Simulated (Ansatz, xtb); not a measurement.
## Two conformers of ClH4INSi2

Structure I is `Cl[SiH2]N[SiH]I`, a doublet and structure II is `Cl[SiH2]N[SiH]I`, a doublet. Both are isolated molecules in the gas phase, relaxed with PBE0-D3(BJ)/def2-SVP.

I (Å):

```yaml
atoms:
  - { symbol: Cl, position_ang: [-1.7008, -1.7919, 0.4622] }
  - { symbol: I, position_ang: [3.0623, 1.9507, 0.1614] }
  - { symbol: N, position_ang: [-0.0502, 0.5978, -0.7602] }
  - { symbol: Si, position_ang: [0.0710, -1.0839, -0.3459] }
  - { symbol: Si, position_ang: [0.5921, 1.9569, 0.1125] }
  - { symbol: H, position_ang: [0.3353, -1.8951, -1.5618] }
  - { symbol: H, position_ang: [1.1370, -1.2066, 0.6790] }
  - { symbol: H, position_ang: [-0.6386, 0.8317, -1.5582] }
  - { symbol: H, position_ang: [0.1394, 3.1824, -0.6219] }
```

II (Å):

```xyz
9

Cl   -2.8471   -3.9664   -0.9179
I     2.2742   -0.4198    1.1018
N    -0.3508   -2.6594    0.5229
Si   -2.0837   -2.7532    0.5791
Si    0.6337   -1.5380   -0.3661
H    -2.4899   -3.3567    1.8749
H    -2.6292   -1.3891    0.3710
H     0.1476   -3.4221    0.9784
H    -0.3122   -0.5115   -0.9118
```

Q: Which of the two would you expect CCSD(T)/def2-SVP + ΔMP2/def2-TZVPP electronic energies to favour?

A: Too close to call at this level: CCSD(T)/def2-SVP + ΔMP2/def2-TZVPP gives E(II) − E(I) = −0.93 kcal/mol.

How the difference moves with the method:

| level | geometry | E(II) − E(I) (kcal/mol) | departure from the last row (kcal/mol) | job, with rough time for the two |
| --- | --- | --- | --- | --- |
| PBE0-D3(BJ)/def2-SVP | PBE0-D3(BJ)/def2-SVP | −0.82 | +0.10 | optimisation, 14 min |
| HF/def2-SVP | PBE0-D3(BJ)/def2-SVP | −0.85 | +0.07 | part of the CCSD(T) run |
| MP2/def2-SVP | PBE0-D3(BJ)/def2-SVP | −0.90 | +0.02 | part of the CCSD(T) run |
| CCSD(T)/def2-SVP | PBE0-D3(BJ)/def2-SVP | −0.89 | +0.03 | single point |
| CCSD(T)/def2-SVP + ΔMP2/def2-TZVPP | PBE0-D3(BJ)/def2-SVP | −0.93 |  | single point, 4.5 min |

The largest departure from CCSD(T)/def2-SVP + ΔMP2/def2-TZVPP is that of PBE0-D3(BJ)/def2-SVP, 0.10 kcal/mol. Levels run at GFN2-xTB geometries aren't shown. The last row adds to CCSD(T) the change of the MP2 difference between the two basis sets, here −0.03 kcal/mol.

With harmonic frequencies from PBE0-D3(BJ)/def2-SVP (ideal gas, rigid rotor, one conformer each, 298.15 K, 1 atm): on the last row, ΔE + ΔZPE = −0.76 kcal/mol. A mode under 50 cm⁻¹ makes harmonic enthalpies and free energies unreliable, so none is given.

Open shells are spin-unrestricted. The correlated steps freeze 20 core orbitals; the filled d shell of I is correlated, in a basis made for valence electrons. Atoms past krypton carry core potentials in the def2 sets and no spin–orbit term is included. Run with Ansatz 0.2.0; the last row on 2 threads of Intel(R) Xeon(R) Processor @ 2.50GHz (Skylake/Cascade Lake) on a shared host.
